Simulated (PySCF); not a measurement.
## Ca (calcium, neutral) across methods

[Ar] 4s1 5s1, high-spin 3S determinant (an excited configuration). Computed with PySCF 2.14 in dyall-av2z (17s13p4d, 76 functions), with the non-relativistic Hamiltonian (point nucleus).

| method | E (hartree) | mean ε 3p β (eV) | mean ε 4s α (eV) | mean ε 5s α (eV) | Σ⟨r²⟩ (bohr²) | ⟨S²⟩ |
| --- | --- | --- | --- | --- | --- | --- |
| r2SCAN | -677.383 | -32.504 | -6.500 | -1.370 | 144.4 | 2.000 |
| LDA | -675.594 | -31.613 | -6.466 | -1.426 | 137.4 | 2.000 |
| wB97X | -677.419 | -36.699 | -8.507 | -2.185 | 149.9 | 2.000 |
| B97-3 | -677.344 | -34.153 | -6.876 | -1.606 | 144.6 | 2.000 |
| PBE0 | -677.250 | -33.988 | -6.973 | -1.646 | 144.1 | 2.000 |
| UHF | -676.63948 | -39.906 | -8.526 | -2.039 | 151.4 | 2.000 |
| TPSS | -677.443 | -31.977 | -6.273 | -1.392 | 145.8 | 2.000 |
| PBE | -677.205 | -31.606 | -6.320 | -1.433 | 141.4 | 2.000 |

(1) Estimate the same row for r2SCANh.

The outer electron is Rydberg-like, and this basis confines it to a smaller radius and binds it less than a complete one would.

## Answers

(1) E (hartree) = -677.383; mean ε 3p β (eV) = -33.314; mean ε 4s α (eV) = -6.737; mean ε 5s α (eV) = -1.450; Σ⟨r²⟩ (bohr²) = 143.9; ⟨S²⟩ = 2.000.
